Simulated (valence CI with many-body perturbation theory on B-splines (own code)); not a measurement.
Rh31+: calculated level list

Method: valence CI with perturbative core correlation (CI+MBPT): four valence electrons over a frozen Dirac-Fock core [Ne], radial functions for each j: 11 s, 11 p, 10 d, 8 f, 5 g, 2 h, with the one-electron correlation potential Σ1, the two-electron term Σ2, the three-electron term Σ3, Breit, model QED; selected CI, second order for the rest, scaled by the run's own slope (own B-spline code, finite nucleus).

The last digits are not significant, and no measured levels were compared; by estimate large intervals hold to a few tenths of a per cent, small ones and those within an open d or f shell to about a per cent. Among the levels kept, up to 690 cm⁻¹ of a level comes from second order outside the variational space, and about a tenth of that is noise between levels of different J, which matters for small intervals.

Levels 136 to 177 of 177, with energies above the lowest level, 3s2.3p2 3P_0. "Leading %" is the weight of the configuration and term that name the level; weights of strongly mixed levels are sums over their largest components and can fall short. Lifetimes count E1, E2, E3, M1 and M2 decay at the calculated energies, and are blank where another channel may lead or the interval is too uncertain; long ones can be off by a factor of two.

```tsv
No.	Configuration	Term	J	E (Ry)	Leading %	Lifetime	g
136	3p3.3d	3D°	2	29.273	27	5.61 ps	1.262
137	3p3.3d	1P°	1	29.292	22	5.42 ps	1.627
138	3s.3p.3d2	5P°	2	29.298	42	5.65 ps	1.663
139	3s.3p.3d2	3H°	4	29.365	72	10.5 ps	0.865
140	3s.3p.3d2	3F°	3	29.610	18	7.58 ps	1.206
141	3p3.3d	3F°	2	29.641	55	6.01 ps	0.805
142	3s.3p.3d2	3H°	5	29.859	51	9.34 ps	1.094
143	3s.3p.3d2	3D°	1	29.879	46	5.07 ps	0.765
144	3s.3p.3d2	5G°	6	29.898	98	21.9 ps	1.327
145	3p3.3d	3D°	2	29.926	20	5.63 ps	1.149
146	3p3.3d	3F°	3	30.085	23	6.86 ps	1.093
147	3s.3p.3d2	3G°	4	30.099	28	5.89 ps	1.145
148	3s.3p.3d2	3G°	3	30.235	46	4.87 ps	0.928
149	3s.3p.3d2	5F°	5	30.240	67	6.13 ps	1.337
150	3s.3p.3d2	3D°	2	30.310	18	3.49 ps	1.212
151	3s.3p.3d2	5F°	4	30.321	47	5.74 ps	1.313
152	3s.3p.3d2	5D°	0	30.362	63	3.48 ps	
153	3s.3p.3d2	3G°	3	30.370	27	6.24 ps	0.969
154	3s.3p.3d2	5D°	3	30.419	46	4.41 ps	1.341
155	3s.3p.3d2	5D°	1	30.430	73	3.70 ps	1.309
156	3s.3p.3d2	5D°	2	30.446	63	3.63 ps	1.352
157	3p3.3d	3D°	1	30.508	37	3.46 ps	0.804
158	3s.3p.3d2	3P°	0	30.557	36	3.56 ps	
159	3s.3p.3d2	3G°	4	30.585	40	5.56 ps	1.100
160	3s.3p.3d2	5P°	3	30.700	33	4.88 ps	1.440
161	3s.3p.3d2	5D°	4	30.742	83	4.49 ps	1.453
162	3p3.3d	3P°	0	30.810	34	4.14 ps	
163	3s.3p.3d2	3D°	1	30.823	35	3.52 ps	0.824
164	3s.3p.3d2	5P°	3	30.878	24	5.12 ps	1.271
165	3p3.3d	3P°	2	30.892	20	7.68 ps	1.341
166	3p3.3d	3P°	1	30.935	20	4.38 ps	1.228
167	3s.3p.3d2	3F°	4	31.080	38	6.97 ps	1.215
168	3s.3p.3d2	5S°	2	31.107	24	3.37 ps	1.347
169	3s.3p.3d2	5S°	2	31.130	30	3.35 ps	1.415
170	3s.3p.3d2	3P°	0	31.204	70	4.63 ps	
171	3s.3p.3d2	3F°	4	31.229	45	8.57 ps	1.266
172	3s.3p.3d2	3D°	2	31.239	27	3.65 ps	1.214
173	3s.3p.3d2	3S°	1	31.244	32	3.52 ps	1.757
174	3s.3p.3d2	3D°	3	31.261	21	4.96 ps	1.141
175	3s.3p.3d2	3P°	1	31.396	47	4.38 ps	1.216
176	3s.3p.3d2	3D°	3	31.447	38	5.81 ps	1.217
177	3s.3p.3d2	3F°	2	31.505	18	3.56 ps	1.108
```

Names give the largest LS component (configuration and term), which can be under half, so a name can repeat, a term be missing and a line seem to break the LS rules; names also repeat where a configuration has a term twice.

Where two levels of one J and parity lie close, their mixing, g and order are uncertain.
